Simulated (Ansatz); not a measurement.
## Energy on a grid of two coordinates

CH₃BF₂ (SMILES CB(F)F), singlet, PBE0-D4/def2-TZVP minimum:

C1  (-0.094, 0.682, -0.046)
B2  (0.155, -0.849, 0.065)
F3  (0.639, -1.418, 1.157)
F4  (-0.119, -1.668, -0.938)
H5  (0.268, 1.233, 0.821)
H6  (0.378, 1.081, -0.948)
H7  (-1.166, 0.872, -0.155)
(Å)

Rows set the angle F3–B2–C1 (°; 122.8 at the minimum), columns the dihedral angle H5–C1–B2–F3 (°; 6.0), set in this order; the parts move rigidly, in a bend the first-named atom's side turns in the plane, and in a torsion the whole end group turns. CCSD(T) energies count from the value at that structure, in kcal/mol. Ansatz 0.2.0; basis: def2-TZVPP; cores frozen in the correlated methods.

```json
{"F3–B2–C1 \\ H5–C1–B2–F3": "98.8", "15.8": "22.60", "39.8": "21.81", "63.8": "21.67", "87.8": "22.49", "111.8": "23.25"}
{"F3–B2–C1 \\ H5–C1–B2–F3": "106.8", "15.8": "9.61", "39.8": "9.32", "63.8": "9.35", "87.8": "9.75", "111.8": "10.04"}
{"F3–B2–C1 \\ H5–C1–B2–F3": "114.8", "15.8": "2.30", "39.8": "2.29", "63.8": "2.41", "87.8": "?", "111.8": "2.68"}
{"F3–B2–C1 \\ H5–C1–B2–F3": "122.8", "15.8": "0.01", "39.8": "0.14", "63.8": "?", "87.8": "0.43", "111.8": "0.41"}
{"F3–B2–C1 \\ H5–C1–B2–F3": "130.8", "15.8": "2.78", "39.8": "3.00", "63.8": "3.23", "87.8": "3.30", "111.8": "3.24"}
{"F3–B2–C1 \\ H5–C1–B2–F3": "138.8", "15.8": "?", "39.8": "11.74", "63.8": "12.00", "87.8": "12.06", "111.8": "12.00"}
{"F3–B2–C1 \\ H5–C1–B2–F3": "146.8", "15.8": "28.04", "39.8": "28.36", "63.8": "28.65", "87.8": "28.72", "111.8": "28.65"}
```

(1) Fill in the withheld cells. (An estimate is asked for; the value comes from the calculation.)

The T1 diagnostic stays at or below 0.013.

Answers

(1) The calculation gives: (114.8, 87.8): 2.61; (122.8, 63.8): 0.33; (138.8, 15.8): 11.46 kcal/mol. These count from the CCSD(T) energy at the PBE0-D4 minimum.

The same grid for a cheaper method: PBE0-D4 − CCSD(T), both counted from the minimum, in kcal/mol:
```
F3–B2–C1 \ H5–C1–B2–F3   15.8   39.8   63.8   87.8  111.8
                  98.8  -0.33  -0.24  -0.21  -0.25  -0.34
                 106.8  -0.08  -0.03  -0.02  -0.03  -0.08
                 114.8   0.04   0.06   0.06   0.06   0.04
                 122.8   0.00   0.00   0.00   0.01   0.01
                 130.8  -0.21  -0.22  -0.22  -0.20  -0.20
                 138.8  -0.60  -0.62  -0.63  -0.61  -0.60
                 146.8  -1.21  -1.23  -1.24  -1.22  -1.20
```

For scale, one of the runs: CCSD(T)/def2-TZVPP, 166 basis functions (an equivalent command: `ansatz run in.yaml --threads 2`). The run took 33 s on 2 CPU threads (shared host), with 1.6 GiB of host memory at its peak.
